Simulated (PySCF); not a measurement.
(H2Al-mu-SH)3.
Geometry (PBE0-D3(BJ)/def2-SVP, Å), atoms numbered from 1 in this order:
```
atom  x, y, z in Å
Al1   -0.3037    1.3410   -1.9190
H2    -1.7297    0.7850   -2.3215
H3     0.5567    2.3790   -2.7556
S4    -0.3906    2.1607    0.3152
Al5   -1.3117    0.2602    1.3912
H6    -1.9147   -0.7034    0.2829
H7    -2.0727    0.7467    2.6948
S8     0.8108   -0.5790    2.0301
Al9    1.2386   -2.0056    0.1657
H10    2.7733   -2.4013    0.2373
H11    0.0258   -3.0110    0.0122
S12    1.1506   -0.5021   -1.6543
H13   -1.5456    2.8559    0.1969
H14    0.3551   -1.5474    2.8584
H15    2.3250    0.1452   -1.4902
```

NICS is the negative of the GIAO shielding at a point without a nucleus: at the ring centre (0) and 1 Å above and below it (1); zz is the component along the ring normal. Level: GIAO B3LYP/pcSseg-1 (pcSseg-2 on Al) (PySCF, non-relativistic, gas phase) on the PBE0-D3(BJ)/def2-SVP geometry, one conformer.

Ring bond lengths (Å): Al1–S4 2.381, S4–Al5 2.370, Al5–S8 2.370, S8–Al9 2.386, Al9–S12 2.362, S12–Al1 2.363.

Question: Give the NICS values of each ring in ppm.

Answer: 
```csv
ring,type,NICS(0),"NICS(1), two faces","NICS(1)zz, two faces",rms pucker (Å),"centre to ring atoms, mean (Å)"
Al1–S4–Al5–S8–Al9–S12,6-membered ring with 3 Al and 3 S,-2.5,-2.7 / -2.2,5.4 / 0.6,0.52,2.19
```

Question: What can be read from them?

Answer: 
- Al1–S4–Al5–S8–Al9–S12: mean NICS(1)zz 3.0 ppm, deshielded. Al1, Al5, Al9 have four or more neighbours, and the NICS criterion for π rings isn't applied. The two faces differ by 4.8 ppm, so no symmetry operation interchanges them.

Question: At the second NICS(1) probe listed for ring Al1–S4–Al5–S8–Al9–S12, 1 Å off the ring, how large is the induced field along the normal in 9.4 T applied along it?

Answer: NICSzz × B0 = 0.6 ppm × 9.4 T = 6 μT, along the applied field.

Question: What are the shieldings of the ring atoms and their hydrogens in the same run (means over atoms taken as equivalent)?

Answer: 
```
   atoms                      environment  σ isotropic (ppm)  principal values of the symmetric part, first atom (ppm)
Al1 (×3)  aluminium bonded to 2 S and 2 H              409.3                                       377.1, 389.6, 461.8
 H2 (×6)            hydrogen on aluminium              26.81                                          23.9, 24.9, 31.8
 S4 (×3)      sulfur bonded to 2 Al and H              704.2                                       623.5, 651.1, 861.7
H13 (×3)               hydrogen on sulfur              30.51                                          23.9, 25.1, 42.9
```

Question: How do the values depend on the level or the medium?

Answer: 
```tsv
level	NICS(0), Al1–S4–Al5–S8–Al9–S12	mean NICS(1)zz, Al1–S4–Al5–S8–Al9–S12
B3LYP/pcSseg-1 (pcSseg-2 on Al), gas	-2.5	3.0
PBE/pcSseg-1 (pcSseg-2 on Al), gas	-2.5	3.0
PBE0/pcSseg-1 (pcSseg-2 on Al), gas	-2.6	3.0
```

The geometry is the same throughout.
